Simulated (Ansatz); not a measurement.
Basis sets compared for InSn₆⁺. The state is a singlet with charge 1. Geometry B3LYP-D4/def2-SVP. Ansatz on 4 threads of Arm Neoverse N1 on a shared host; times are rough, and most runs start from earlier orbitals.

```csv
atom,x (Å),y (Å),z (Å)
In1,-2.337,1.704,2.461
Sn2,0.591,1.332,-1.827
Sn3,-0.983,-1.739,-1.211
Sn4,-2.118,0.937,-0.738
Sn5,1.912,-1.237,-1.283
Sn6,0.201,0.118,1.095
Sn7,2.734,-1.114,1.502
```

In the def2 sets In, Sn take a core potential; there is no spin–orbit coupling. Another isomer (singlet) lies 0.49 eV lower at PBE0-D4/def2-TZVP; other spin states weren't run for this one.

| level | functions | energy (Eh) | HOMO (eV) | LUMO (eV) | wall time |
| --- | --- | --- | --- | --- | --- |
| PBE-D4/def2-SVP | 182 | -1476.0190 | -8.35 | -6.92 | 7 s |
| PBE0-D4/def2-SVP | 182 | -1476.0349 | -9.01 | -6.46 | 16 s |

(1) Estimate the rows for PBE-D4/def2-TZVP (with forces), PBE0-D4/def2-TZVP.

Answers

(1) 
| level | functions | energy (Eh) | HOMO (eV) | LUMO (eV) | wall time |
| --- | --- | --- | --- | --- | --- |
| PBE-D4/def2-TZVP (with forces) | 350 | -1476.0606 | -8.30 | -6.88 | 19 s |
| PBE0-D4/def2-TZVP | 350 | -1476.0734 | -8.94 | -6.40 | 45 s |
